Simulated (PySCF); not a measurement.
Computed IR spectrum (relative IR intensity) of a molecule C5H7F. Coordinates come from a PBE-D3(BJ)/def2-SVP optimisation. Other conformers were not sampled. These are PBE-D3(BJ)/def2-SVP (PySCF) values and carry that method's errors. Frequencies are harmonic and unscaled.

ν (cm⁻¹): 430 (vw), 434 (vw), 631 (w), 770 (w), 798 (m), 895 (w), 961 (m), 1006 (w), 1046 (vw), 1163 (vw), 1199 (w), 1298 (s), 1316 (s), 1399 (w), 1415 (vw), 1419 (vw), 1691 (vs), 2963 (m), 2968 (m), 2983 (m), 3042 (w), 3055 (m), 3165 (vw) (against the strongest line: vs over 80 %, s over 45 %, m over 15 %, w over 4 %, vw less)

Question: Which structure fits?
A) C[C@H]1C=C(F)C1
B) C#C[C@H](F)CC
C) CC1=C(F)CC1
D) C[C@@]1(F)C=CC1

Answer: A, C[C@H]1C=C(F)C1
